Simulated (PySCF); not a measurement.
ORD: `C[AsH][C@@H](C)C(C)=O`, C5H11AsO

Molfile (atoms numbered from 1):
```
C5H11AsO
     RDKit          3D

 18 17  0  0  0  0  0  0  0  0999 V2000
    2.2953    0.2530    1.0301 C   0  0  0  0  0  0  0  0  0  0  0  0
    1.6280   -1.0150   -0.3237 As  0  0  0  0  0  3  0  0  0  0  0  0
   -0.1215   -0.0887   -0.6463 C   0  0  1  0  0  0  0  0  0  0  0  0
   -0.8540   -0.7389   -1.8208 C   0  0  0  0  0  0  0  0  0  0  0  0
   -0.8947   -0.3222    0.6153 C   0  0  0  0  0  0  0  0  0  0  0  0
   -1.7882    0.7945    1.0828 C   0  0  0  0  0  0  0  0  0  0  0  0
   -0.7764   -1.3619    1.2225 O   0  0  0  0  0  0  0  0  0  0  0  0
    2.0757    1.2855    0.7593 H   0  0  0  0  0  0  0  0  0  0  0  0
    1.8281    0.0303    1.9891 H   0  0  0  0  0  0  0  0  0  0  0  0
    3.3731    0.1429    1.1461 H   0  0  0  0  0  0  0  0  0  0  0  0
    2.3004   -0.2967   -1.4782 H   0  0  0  0  0  0  0  0  0  0  0  0
    0.0037    0.9828   -0.8389 H   0  0  0  0  0  0  0  0  0  0  0  0
   -0.2377   -0.6868   -2.7191 H   0  0  0  0  0  0  0  0  0  0  0  0
   -1.0487   -1.7877   -1.5977 H   0  0  0  0  0  0  0  0  0  0  0  0
   -1.8036   -0.2403   -2.0186 H   0  0  0  0  0  0  0  0  0  0  0  0
   -2.4075    0.4667    1.9138 H   0  0  0  0  0  0  0  0  0  0  0  0
   -1.1648    1.6270    1.4080 H   0  0  0  0  0  0  0  0  0  0  0  0
   -2.4158    1.1417    0.2646 H   0  0  0  0  0  0  0  0  0  0  0  0
  1  2  1  0
  2  3  1  0
  3  4  1  0
  3  5  1  0
  5  6  1  0
  5  7  2  0
  1  8  1  0
  1  9  1  0
  1 10  1  0
  2 11  1  0
  3 12  1  6
  4 13  1  0
  4 14  1  0
  4 15  1  0
  6 16  1  0
  6 17  1  0
  6 18  1  0
M  END
```

Computed with PySCF 2.14.0, TDDFT wB97X-D/def2-SVPD circular dichroism and optical rotation, one conformer, gas phase. Geometry: GFN2-xTB.

The molecule is flexible and this is one conformer; a measurement averages over conformers. The calculation is non-relativistic, which matters for the atoms heavier than Zn.

Stereocentres: C3 S.

(1) What is the specific rotation at 633, 589.3, 546, 436, 405, 365, 355 nm?

(2) And for the mirror image at 589.3 nm?

(3) What is the molar rotation [Φ] = [α]·M/100 of the geometry above at 589.3 nm?

Results:

(1) [α] in deg dm⁻¹ (g/mL)⁻¹:
| λ (nm) | origin-invariant length gauge | modified velocity gauge | length gauge (centre of mass) | isotropic polarisability (au) |
| --- | --- | --- | --- | --- |
| 633 | -144.1 | -132.1 | -144.2 | 96.9 |
| 589.3 | -167.2 | -152.7 | -167.3 | 97.4 |
| 546 | -195.6 | -177.8 | -195.8 | 97.9 |
| 436 | -301.2 | -265.3 | -301.7 | 100.1 |
| 405 | -334.9 | -287.4 | -335.5 | 101.2 |
| 365 | -341.6 | -265.6 | -342.8 | 103.1 |
| 355 | -320.0 | -231.8 | -321.4 | 103.7 |

(2) +167.2 deg dm⁻¹ (g/mL)⁻¹ (origin-invariant length gauge): the same size and the opposite sign.

(3) With M = 162.06 g/mol, -270.9 deg cm² dmol⁻¹ (origin-invariant length gauge).

The first excitation lies at 4.41 eV (281 nm) with R = +11.7 × 10⁻⁴⁰ esu² cm² (velocity form).
